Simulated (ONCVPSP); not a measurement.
PW91 ONCV dataset for europium (Eu), scalar-relativistic all-electron reference.

| Quantity | Value |
| --- | --- |
| Element | Eu |
| Generator | ONCVPSP 4.0.1 |
| Type | optimised norm-conserving Vanderbilt (ONCV) |
| Functional | PW91 |
| Relativity | scalar-relativistic |
| Frozen core | [Kr] 4d10 |
| Valence charge | 17 |
| Reference configuration | 4f6 5s2 5p6 (charge +3) |
| Partial waves | 5s: rc 1.90 bohr, ncon 5, nbas 9, qcut 5.8 1/bohr, 2 projectors, debl 2.8 Ha; 5p: rc 1.85 bohr, ncon 4, nbas 9, qcut 6.1 1/bohr, 3 projectors, debl 3.3 Ha; d scattering state at 0.38 Ha: rc 1.70 bohr, ncon 3, nbas 7, qcut 6.3 1/bohr, 2 projectors, debl 3.7 Ha; 4f: rc 1.05 bohr, ncon 4, nbas 8, qcut 14.8 1/bohr, 1 projector |
| Local potential | polynomial inside 0.65 bohr (lpopt 5, dvloc0 4 Ha) |
| Core correction | Teter function, fcfact 1.75, rcfact 1.5 |

In the d channel the program set the typed energies aside and used 0.050, 3.750 Ha.

All-electron outer shells of the reference configuration (PW91, scalar-relativistic, ld1.x):

```
shell  level (eV)  outermost node (bohr)  outermost maximum (bohr)
   5p      -51.01                   0.72                      1.38
   4f      -33.20                      –                      0.59
```

(1) Does this generation succeed?

Answers

(1) No. ONCVPSP 4.0.1 stopped with "sratom123: lschfb convergence ERROR n,l,iter= 4 3 4": the all-electron bound-state solver failed for one shell.
